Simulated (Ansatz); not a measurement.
Species, as SMILES: Br (HBr).
Geometry (B3LYP-D3(BJ)/def2-TZVP, fixed):
```xyz
2

Br     0.0000     0.0000    -0.0396
H      0.0000     0.0000     1.3852
```
Charge 0, spin multiplicity 1.

Basis-set convergence of the dipole moment at HF with Ansatz (an electronic-structure program). Dipoles come from the density behind the forces; the sign is taken along the dipole that this method gives in the largest set. Cartesian d functions, on some or all atoms, in 6-31G, 6-31G*, 6-31G**; all else is spherical. The program fits the integrals of some runs and decomposes those of others, by size. No added dispersion term, no relativity. Reference: the value in aug-cc-pV5Z, 0.953 D, itself unsure by roughly 0.001 D (its mean distance from aug-pcseg-3, aug-cc-pVQZ, def2-QZVPPD). Deviations are taken from unrounded values.

```csv
basis,functions,dipole moment (D),minus reference (D)
pcseg-0,24,1.659,0.707
6-31G,31,1.432,0.480
cc-pVDZ,32,1.129,0.177
def2-SV(P),34,1.121,0.169
6-31G*,37,1.153,0.201
def2-SVP,37,1.130,0.177
6-31G**,40,1.150,0.197
def2-SVPD,49,0.982,0.030
6-311G**,50,1.154,0.201
def2-TZVP,54,1.017,0.064
cc-pVTZ,57,1.019,0.067
pcseg-2,57,1.039,0.087
def2-TZVPP,62,1.005,0.052
aug-cc-pVTZ,82,0.957,0.005
aug-pcseg-2,82,0.960,0.007
cc-pVQZ,98,0.977,0.025
def2-QZVPP,119,0.991,0.039
aug-cc-pVQZ,139,0.954,0.001
```

The smallest set listed that lies within 0.1 D of the reference with all its larger relatives (same family, alike in diffuse functions; a set with none counts only in the reference's own line) is def2-SVPD (49 functions, 0.030 D off). (Relatives not listed, tested too: def2-TZVPD 0.005, def2-TZVPPD 0.006, pcseg-3 0.008, def2-QZVP 0.040, def2-QZVPPD -0.001, aug-pcseg-3 -0.001, cc-pV5Z 0.013, pcseg-4 -0.002, aug-cc-pV5Z 0.000 D.)
